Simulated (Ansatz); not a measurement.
Consider the ligand exchange at a Ga–C bond: `N=[CH][Ga]([F])[SiH3]` + HCl → `[F][Ga]([SiH3])[Cl]` + `C=N`.

Calculated with Ansatz (gas phase, PBE0-D4/def2-TZVP geometries, no zero-point term in ΔE). CCSD(T)/CBS adds triple-zeta CCSD(T) − MP2 to the extrapolated MP2 energy (def2 sets, frozen cores). This one scheme is used for every species. Functionals use def2-TZVPP. For Ga outer-core shells are correlated without core-valence functions, which leaves a few kJ/mol of doubt a bond. Scalar relativity is left out up to krypton. Each species was taken in one conformer, which may not be the lowest.

```tsv
species	PBE0-D4 energy (Eh)
`N=[CH][Ga]([F])[SiH3]`	-2409.57971
HCl	-460.66564
`[F][Ga]([SiH3])[Cl]`	-2775.74680
`C=N`	-94.55263
```

Task: Work out ΔE.

Result: ΔE = (-2775.74680) + (-94.55263) − (-2409.57971) − (-460.66564) = -0.05408 Eh = -142.0 kJ/mol. CCSD(T)/CBS gives -141.3 kJ/mol.

Largest T1 diagnostic among the species: 0.015.

The D4 term adds +3.2 kJ/mol with B3LYP and +1.9 kJ/mol with PBE0; it sums over pairs of atoms, weighted by their polarisabilities, and B3LYP, whose exchange is more repulsive, gets the larger term. In def2-TZVPP, CCSD(T) changes the Hartree–Fock value by +28.2 kJ/mol (the triples alone add +3.1 kJ/mol) and MP2 by +24.3 kJ/mol. From PBE to PBE0 (25 % exact exchange), in def2-TZVPP and without D4, ΔE moves by −8.2 kJ/mol.

B3LYP here is the variant with VWN-RPA as its local correlation; programs differ in this.
